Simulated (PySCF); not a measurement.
Computed IR spectrum (relative IR intensity) of a molecule C4H10Si2. Geometry optimised at PBE-D3(BJ)/def2-SVP. The values are those of a single conformer. Calculation: PBE-D3(BJ)/def2-SVP (PySCF). Frequencies are harmonic and unscaled.

Lines under 2 % of the strongest are left out, and lines within 2 cm⁻¹ are merged.

```tsv
ν (cm⁻¹)	relative intensity
306	5.3
383	7.3
408	2.0
605	5.8
625	3.7
679	5.2
687	9.7
697	11
717	20
746	100
777	13
888	17
898	34
950	4.2
959	2.0
1031	2.2
2075	5.7
2135	29
2147	2.9
2151	46
2159	42
2963	8.0
2974	3.2
3047	6.9
3052	6.0
3390	20
```

Pick the molecule that these values belong to.
A. CCC1=C[SiH2][SiH2]1
B. C[Si@@]1([SiH3])C=CC1
C. C#C[SiH2][SiH2]CC
D. C=C=CC([SiH3])[SiH3]

C, C#C[SiH2][SiH2]CC
